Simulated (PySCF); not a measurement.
HIMg, singlet, geometry from GFN2-xTB (such geometries of metal compounds can be far from the true shape) (core potentials on I), with bond 3-1 at 1.8 times its length; CASSCF(6,8)/def2-SVP in PySCF.

PySCF was given this input:
```python
from pyscf import gto, scf, mcscf
import numpy

mol = gto.M(
    atom='''
Mg   -0.000000   -0.000000   -2.038979
H    -0.000000   -0.000000   -3.602485
I     0.000000    0.000000    2.584511
''',
    basis='def2-svp',
    ecp={'I': 'def2-svp'},
    charge=0,
    spin=0,
    verbose=4,
)

mf = scf.RHF(mol)
mf.kernel()
mc = mcscf.CASSCF(mf, 8, 6)
mc.fix_spin_(ss=0.0)
mc.kernel()
occ = numpy.linalg.eigvalsh(mc.fcisolver.make_rdm1(mc.ci, mc.ncas, mc.nelecas))[::-1]
ss = mc.fcisolver.spin_square(mc.ci, mc.ncas, mc.nelecas)[0]
print('natural occupations', occ.round(4), ' <S^2>', round(ss, 4))
```

What the program printed (banner, timings and long lists left out):

```
PySCF version 2.14.0

[INPUT] verbose = 4
[INPUT] num. atoms = 3
[INPUT] num. electrons = 38
[INPUT] charge = 0
[INPUT] spin (= nelec alpha-beta = 2S) = 0
[INPUT] symmetry False subgroup None
[INPUT] Mole.unit = angstrom
[INPUT] Symbol           X                Y                Z      unit          X                Y                Z       unit  Magmom
[INPUT]  1 Mg     0.000000000000   0.000000000000  -2.038979000000 AA    0.000000000000   0.000000000000  -3.853111883740 Bohr   0.0
[INPUT]  2 H      0.000000000000   0.000000000000  -3.602485000000 AA    0.000000000000   0.000000000000  -6.807710017854 Bohr   0.0
[INPUT]  3 I      0.000000000000   0.000000000000   2.584511000000 AA    0.000000000000   0.000000000000   4.884017955926 Bohr   0.0

nuclear repulsion = 40.5359485452305
number of shells = 21
number of NR pGTOs = 104
number of NR cGTOs = 49
basis = def2-svp
ecp = {'I': 'def2-svp'}

******** <class 'pyscf.scf.hf.RHF'> ********
method = RHF
initial guess = minao
damping factor = 0
level_shift factor = 0
DIIS = <class 'pyscf.scf.diis.CDIIS'>
diis_start_cycle = 1
diis_space = 8
diis_damp = 0
SCF conv_tol = 1e-09
SCF conv_tol_grad = None
SCF max_cycles = 50
direct_scf = True
direct_scf_tol = 1e-13
Set gradient conv threshold to 3.16228e-05
Initial guess from minao.
init E= -464.598160331969
  HOMO = -0.587952326820371  LUMO = -0.32535012711994  gap/eV = 7.14577
cycle= 1 E= -495.649573678388  delta_E= -31.1  |g|= 2.15  |ddm|= 7.37
  HOMO = -0.0502534715529809  LUMO = 0.0224193272298126  gap/eV = 1.97753
cycle= 2 E= -491.123854966057  delta_E= 4.53  |g|= 1.81  |ddm|= 5.83
  HOMO = -0.096511215269679  LUMO = -0.0253599624437371  gap/eV = 1.93612
cycle= 3 E= -496.000965868309  delta_E= -4.88  |g|= 1.11  |ddm|= 5.36
  HOMO = -0.311529504086486  LUMO = -0.0444904696034456  gap/eV = 7.26650
cycle= 4 E= -496.567885802846  delta_E= -0.567  |g|= 0.493  |ddm|= 2.23
  HOMO = -0.281499212231928  LUMO = -0.0759093995814624  gap/eV = 5.59438
cycle= 5 E= -496.688973381783  delta_E= -0.121  |g|= 0.113  |ddm|= 1.09
  HOMO = -0.242204511683541  LUMO = -0.0907352787197695  gap/eV = 4.12169
cycle= 6 E= -496.705588585895  delta_E= -0.0166  |g|= 0.0362  |ddm|= 0.382
  HOMO = -0.261763772974934  LUMO = -0.0805064121676295  gap/eV = 4.93226
cycle= 7 E= -496.708653683474  delta_E= -0.00307  |g|= 0.0197  |ddm|= 0.164
  HOMO = -0.273806673012894  LUMO = -0.0723556746844807  gap/eV = 5.48176
cycle= 8 E= -496.709497225721  delta_E= -0.000844  |g|= 0.00605  |ddm|= 0.11
  HOMO = -0.274442577213129  LUMO = -0.0714624163723698  gap/eV = 5.52337
cycle= 9 E= -496.709584055904  delta_E= -8.68e-05  |g|= 0.00154  |ddm|= 0.0426
  HOMO = -0.274468318071016  LUMO = -0.0715906773584223  gap/eV = 5.52058
cycle= 10 E= -496.709586934833  delta_E= -2.88e-06  |g|= 0.000221  |ddm|= 0.00619
  HOMO = -0.274639516251852  LUMO = -0.0714784759790419  gap/eV = 5.52829
cycle= 11 E= -496.709587019375  delta_E= -8.45e-08  |g|= 4.91e-05  |ddm|= 0.0012
  HOMO = -0.274600521968354  LUMO = -0.07150082188911  gap/eV = 5.52662
cycle= 12 E= -496.70958702604  delta_E= -6.67e-09  |g|= 1.1e-05  |ddm|= 0.000367
  HOMO = -0.274602515350136  LUMO = -0.0714967440253886  gap/eV = 5.52679
cycle= 13 E= -496.709587026152  delta_E= -1.12e-10  |g|= 8.76e-07  |ddm|= 3.89e-05
  HOMO = -0.274602320619501  LUMO = -0.0714968003621053  gap/eV = 5.52678
Extra cycle  E= -496.709587026153  delta_E= -1.59e-12  |g|= 4.08e-07  |ddm|= 2.73e-06
converged SCF energy = -496.709587026153

******** <class 'pyscf.mcscf.mc1step.CASSCF'> ********
CAS (3e+3e, 8o), ncore = 16, nvir = 25
max_cycle_macro = 50
max_cycle_micro = 4
conv_tol = 1e-07
conv_tol_grad = None
orbital rotation max_stepsize = 0.02
orbital rotation threshold for CI restart = 0.01
augmented hessian ah_max_cycle = 30
augmented hessian ah_conv_tol = 1e-12
augmented hessian ah_linear dependence = 1e-14
augmented hessian ah_level shift = 1e-08
augmented hessian ah_start_tol = 2.5
augmented hessian ah_start_cycle = 3
augmented hessian ah_grad_trust_region = 3
kf_trust_region = 3
kf_interval = 4
ci_response_space = 4
ci_grad_trust_region = 3
with_dep4 0
natorb = False
canonicalization = True
sorting_mo_energy = False
ao2mo_level = 2
internal_rotation = False
******** <class 'pyscf.fci.addons.SpinPenaltyFCISolver'> ********
max. cycles = 50
conv_tol = 1e-08
davidson only = True
linear dependence = 1e-12
level shift = 0.001
max iter space = 12
nroots = 1
pspace_size = 400
spin = None
CASCI E = -496.725151576412  S^2 = 0.0000000
Set conv_tol_grad to 0.000316228
macro iter   1 ( 21 JK    4 micro), CASSCF E = -496.736233492896  dE = -1.10819165e-02  S^2 = 0.0000000
               |grad[o]|=0.0797  |grad[c]|=0.0135  |ddm|=0.0766  |maxRot[o]|=0.311
macro iter   2 ( 21 JK    4 micro), CASSCF E = -496.742243354667  dE = -6.00986177e-03  S^2 = 0.0000000
               |grad[o]|=0.0323  |grad[c]|=0.0119  |ddm|=0.0131  |maxRot[o]|=0.283
macro iter   3 ( 21 JK    4 micro), CASSCF E = -496.748709266760  dE = -6.46591209e-03  S^2 = 0.0000000
               |grad[o]|=0.0138  |grad[c]|=0.0111  |ddm|=0.00866  |maxRot[o]|=0.311
macro iter   4 ( 21 JK    4 micro), CASSCF E = -496.754009429047  dE = -5.30016229e-03  S^2 = 0.0000000
               |grad[o]|=0.00725  |grad[c]|=0.00833  |ddm|=0.00787  |maxRot[o]|=0.313
macro iter   5 ( 21 JK    4 micro), CASSCF E = -496.755616474159  dE = -1.60704511e-03  S^2 = 0.0000000
               |grad[o]|=0.00558  |grad[c]|=0.00465  |ddm|=0.00653  |maxRot[o]|=0.217
macro iter   6 ( 21 JK    4 micro), CASSCF E = -496.755986816788  dE = -3.70342630e-04  S^2 = 0.0000000
               |grad[o]|=0.00246  |grad[c]|=0.00296  |ddm|=0.000622  |maxRot[o]|=0.312
macro iter   7 ( 21 JK    4 micro), CASSCF E = -496.758065098092  dE = -2.07828130e-03  S^2 = 0.0000000
               |grad[o]|=0.0025  |grad[c]|= 0.01  |ddm|=0.0022  |maxRot[o]|=0.313
macro iter   8 ( 21 JK    4 micro), CASSCF E = -496.762442353253  dE = -4.37725516e-03  S^2 = 0.0000000
               |grad[o]|=0.00558  |grad[c]|=0.00944  |ddm|=0.00447  |maxRot[o]|=0.313
macro iter   9 ( 21 JK    4 micro), CASSCF E = -496.767009061248  dE = -4.56670799e-03  S^2 = 0.0000000
               |grad[o]|=0.00756  |grad[c]|=0.00719  |ddm|=0.00423  |maxRot[o]|=0.313
macro iter  10 ( 21 JK    4 micro), CASSCF E = -496.769232585838  dE = -2.22352459e-03  S^2 = 0.0000000
               |grad[o]|=0.00579  |grad[c]|=0.00366  |ddm|=0.00238  |maxRot[o]|=0.313
macro iter  11 ( 11 JK    3 micro), CASSCF E = -496.769263570931  dE = -3.09850927e-05  S^2 = 0.0000000
               |grad[o]|=0.00113  |grad[c]|=0.000148  |ddm|=0.000881  |maxRot[o]|=0.0383
macro iter  12 (  3 JK    1 micro), CASSCF E = -496.769263587661  dE = -1.67296434e-08  S^2 = 0.0000000
               |grad[o]|=5.29e-05  |grad[c]|=6.73e-05  |ddm|=    0  |maxRot[o]|=0.000341
1-step CASSCF converged in  12 macro (224 JK  44 micro) steps
CASSCF canonicalization
Density matrix diagonal elements [1.98293561 1.98292961 1.75528698 0.21775782 0.01157151 0.01157504
 0.01577822 0.02216522]
CASSCF energy = -496.769263587661
CASCI E = -496.769263587661  E(CI) = -6.51064094455529  S^2 = 0.0000000
natural occupations [1.9831 1.9831 1.7972 0.191  0.0129 0.0114 0.0114 0.0099]  <S^2> 0.0
```
